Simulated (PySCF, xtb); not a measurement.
Homolysis of single bonds, series Ga Br-H. All species are isolated molecules in the gas phase. Strings in code marks are SMILES.

Quantity: homolytic bond dissociation enthalpy at 298 K (no spin–orbit term), in eV. Thermal and zero-point terms are GFN2-xTB rigid-rotor harmonic values (xtb).

Level 1: TPSSh-D3(BJ)/def2-TZVP (PySCF)
Level 2: B3LYP/6-31G* // TPSSh-D3(BJ)/def2-TZVP (PySCF)
Level 3: PBE/6-31G* // TPSSh-D3(BJ)/def2-TZVP (PySCF)
Level 4: HF/3-21G // TPSSh-D3(BJ)/def2-TZVP (PySCF)

| species | level 1 | level 2 | level 3 | level 4 |
|---|---|---|---|---|
| Br–Ga bond of `[Br][Ga]([Br])[Br]`, giving `[Br]` and `[Br][Ga][Br]` | 3.69 | 3.33 | 3.53 | 2.66 |
| Ga–Br bond of `[GaH2][Br]`, giving `[Br]` and `[GaH2]` | 4.11 | 3.85 | 4.03 | 3.03 |
| Br–Ga bond of `[Br][GaH][Br]`, giving `[Br]` and `[GaH][Br]` | 3.90 | 3.58 | 3.77 | 2.85 |
